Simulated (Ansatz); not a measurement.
Start from `F[CH2][GeH2][Br]` and change one atom or group to get `F[CH2][GeH3]`.

Ansatz, PBE0-D4/def2-TZVP geometries, multiplicity 1. Each molecule was computed in one conformer, which needn't be the lowest.

Scalar relativity is left out up to krypton.

```json
{"property": "zero-point energy (PBE0-D4/def2-TZVP) / kJ/mol", "`F[CH2][GeH2][Br]`": "122.3"}
{"property": "HOMO–LUMO gap (PBE0/def2-TZVPP) / eV", "`F[CH2][GeH2][Br]`": "7.62"}
{"property": "size of the dipole moment (B3LYP/def2-TZVPP) / D", "`F[CH2][GeH2][Br]`": "0.45"}
{"property": "LUMO energy (PBE/def2-TZVPP) / eV", "`F[CH2][GeH2][Br]`": "-1.54"}
{"property": "LUMO energy (PBE0/def2-TZVPP) / eV", "`F[CH2][GeH2][Br]`": "-0.63"}
{"property": "HOMO–LUMO gap (ωB97M-V/def2-TZVPP) / eV", "`F[CH2][GeH2][Br]`": "11.72"}
```

(1) Give the same properties after the change, and the shifts. (Estimate.)

Results:

(1) Ansatz gave: 
```tsv
property	`F[CH2][GeH3]`	shift
zero-point energy (PBE0-D4/def2-TZVP) / kJ/mol	138.5	16.2
HOMO–LUMO gap (PBE0/def2-TZVPP) / eV	9.28	1.66
size of the dipole moment (B3LYP/def2-TZVPP) / D	1.54	1.09
LUMO energy (PBE/def2-TZVPP) / eV	-0.03	1.51
LUMO energy (PBE0/def2-TZVPP) / eV	0.78	1.41
HOMO–LUMO gap (ωB97M-V/def2-TZVPP) / eV	13.14	1.42
```

With PBE0 the HOMO falls by 0.25 eV and the LUMO rises by 1.41 eV, so the gap widens by about 1.66 eV. PBE moves the HOMO by -0.11 eV and ωB97M-V by -0.31 eV. Dipoles are sizes alone; their direction can turn.

B3LYP here is the variant with VWN-RPA as its local correlation; programs differ in this.

Spin–orbit coupling is left out; it splits and shifts lone-pair levels of the heavy atoms by tenths of an eV.
